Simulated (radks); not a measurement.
Values are calculated unless marked as measured or tabulated.
Charge is removed step by step from the 2p up level of Ti17+, starting from [He] 2s2 2p(up 1, down 0). Code: a radial shooting solver on a logarithmic mesh with Libxc functionals. Model: non-relativistic Kohn-Sham, SCAN, spin-polarised, spherical densities, point nucleus; meta-GGA in the generalised Kohn-Sham scheme.

removed (e),E - E(0) (eV),eigenvalue (eV)
0,0.000,-1172.0
0.2,236.01,-1188.1
0.3,355.22,-1196.1
0.5,596.02,-1212.0
0.6,717.62,-1219.9
0.8,963.19,-1235.7
0.9,1087.1,-1243.5

The mean slope of the eigenvalue, de/dn, is 79.5 eV per electron.
